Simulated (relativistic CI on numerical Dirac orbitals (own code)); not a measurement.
## What each ingredient does to the levels of Xe²⁴⁺

Base calculation: Dirac-Coulomb-Breit CI, separate exchange-only KLI orbitals for each configuration, QED by a radiative potential, unscaled Slater integrals.

Configuration list (outside the closed core [Ar] 3d10): 4s², 4s4p, 4p², 4s4d, 4d², 4s4f, 4p4d, 4f², 4p4f, 4d4f, 4s5s, 4s5p, 4s5d, 4s5f, 4s5g, 4s6s. Levels of other configurations are missing.

The lowest level and the first level of each name with at least 55 % of one term (blank where a level has no safe partner in the second run):

| Level | Base (cm⁻¹) | Shift (cm⁻¹) |
| --- | --- | --- |
| 4s² ¹S0 | 0 | 0 |
| 4s4p ³P°0 | 368648 | -12650 |
| 4s4p ³P°1 | 393342 | -11211 |
| 4s4p ³P°2 | 512316 | -12468 |
| 4s4p ¹P°1 | 612278 | +395 |
| 4p² ³P0 | 858890 | -12945 |
| 4p² ³P1 | 975361 | -11888 |
| 4p² ¹D2 | 979960 | +6424 |
| 4p² ³P2 | 1115050 | +6937 |
| 4p² ¹S0 | 1186976 | -10554 |
| 4s4d ³D1 | 1242827 | -12108 |
| 4s4d ³D2 | 1252281 | -13107 |
| 4s4d ³D3 | 1270662 | -11945 |
| 4s4d ¹D2 | 1348523 | -37210 |
| 4p4d ³F°2 | 1632188 | -11532 |
| 4p4d ³F°3 | 1691415 | -8799 |
| 4p4d ³D°1 | 1715539 | -13486 |
| 4p4d ³F°4 | 1797727 | -8788 |
| 4p4d ³P°0 | 1830310 | -13107 |
| 4p4d ³P°1 | 1834932 | -12769 |
| 4p4d ¹P°1 | 1927390 | -15166 |
| 4s4f ³F°2 | 2033942 | -17986 |

At this charge energies of transitions that change n are usually good to better than 1 %, and those within a shell (Δn = 0) to a few per cent.

**Question.** One thing was changed in a second run, which moved the levels as shown. Which?
A. Breit term removed
B. QED terms removed
C. P86 correlation estimate
D. configuration mixing switched off

**Answer.** D. Configuration mixing switched off. Without mixing, levels that were pushed by configurations of the same parity and J return to their single-configuration places.

LS names give the leading component of a level, which can be under half, so a name can repeat, a term be missing and a line seem to break the LS rules.
